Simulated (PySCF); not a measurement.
**Electric properties by functional and basis**

Species: CH₇AlAsN.
SMILES: `C=[N][AlH2-][AsH3+]`

PySCF, dipoles from the SCF density, polarisabilities from static response with core orbitals frozen. Geometry: PBE0-D3(BJ)/def2-SVP; no solvent, vibrations or thermal averaging. Relativistic effects, spin–orbit coupling among them, are left out although an element past zinc is present.

Question: Compare the levels for these properties.

Answer: 

```tsv
level	μ (D)	α (au)	anisotropy (au)
LDA/def2-SVPD	2.962	98.45	43.26
PBE/def2-SVPD	2.920	96.19	42.63
B3LYP/def2-SVPD	2.983	91.13	36.27
PBE0/def2-SVPD	3.128	90.46	35.80
BHandHLYP/def2-SVPD	3.166	86.09	30.87
CAM-B3LYP/def2-SVPD	3.139	88.14	32.01
wB97X-D/def2-SVPD	3.188	88.51	31.83
LC-wPBE/def2-SVPD	3.353	85.36	29.67
HF/def2-SVPD	3.394	81.55	26.55
PBE0/6-31G*	3.266	74.10	35.95
PBE0/def2-SVP	3.256	78.27	36.14
PBE0/aug-cc-pVDZ	3.070	92.33	36.78
PBE0/def2-TZVP	3.145	86.13	36.73
PBE0/def2-TZVPD	3.096	91.70	35.97
```

The anisotropy is √(½[(α1 − α2)² + (α2 − α3)² + (α3 − α1)²]). The dipole runs from 2.92 D (PBE/def2-SVPD) to 3.39 D (HF/def2-SVPD). No reference polarisability is at hand; against PBE0 in the largest diffuse basis at hand (def2-TZVPD) the other PBE0 rows deviate by 6-31G* -19%, def2-SVP -15%, def2-SVPD -1%, aug-cc-pVDZ +1%, def2-TZVP -6%. In one basis (def2-SVPD) the functionals order the polarisability from HF (lowest) to LDA (highest), a spread of 21%. With PBE0 the polarisability is 79.50 au without diffuse functions (mean of 6-31G*, def2-SVP and def2-TZVP) and 91.50 au with them (mean of def2-SVPD, aug-cc-pVDZ and def2-TZVPD).
